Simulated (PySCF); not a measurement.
Which proton of bromoform is most acidic?

Molecule: bromoform, `BrC(Br)Br` (CHBr3). Atom numbers as in the mapped SMILES `[Br:1][CH:2]([Br:3])[Br:4]`.

Level of theory: ωB97X-D3(BJ)/ma-def2-TZVP single points in PySCF, grid level 2; every species was optimised with PBE0-D3(BJ)/ma-def2-SVP. Zero-point and thermal terms (298.15 K, 1 bar) come from unscaled PBE0-D3(BJ)/ma-def2-SVP harmonic frequencies, with soft modes damped to free rotors in the entropy.

| site | product | ΔH(acid) / kcal/mol | ΔG(acid) / kcal/mol |
| --- | --- | --- | --- |
| C2 (methine carbon) | `Br[C-](Br)Br` | 357.9 | 349.5 |

ΔH and ΔG refer to AH → A⁻ + H⁺ in the gas phase. Sites whose products fell apart, merged with another or lost in a GFN2-xTB screen aren't listed.

In toluene the product from C2 is solvated 26.9 kcal/mol more strongly than the parent (electrostatics only).

In DMF the product from C2 is solvated 45.3 kcal/mol more strongly than the parent (electrostatics only).

Deprotonation enthalpy (ΔH), Gas-phase acidity (ΔG): the gap is larger than usual, and may come from another state, site, conformer or species, from the functional or basis, or from an outlying measurement.

Measured values (NIST Chemistry WebBook, evaluated or the median of agreeing entries): deprotonation enthalpy (ΔH) 1463 kJ/mol (computed 1498, difference 35); gas-phase acidity (ΔG) 1431 kJ/mol (computed 1463, difference 32).

Caveats: atoms from Ga to Kr are treated without relativity.

Run with `OMP_NUM_THREADS=1 python redox_run.py task.json out` on 1 thread of AMD EPYC 9R45 96-Core, a shared host. Structures, frequencies and single points: 3.2 min of wall time.
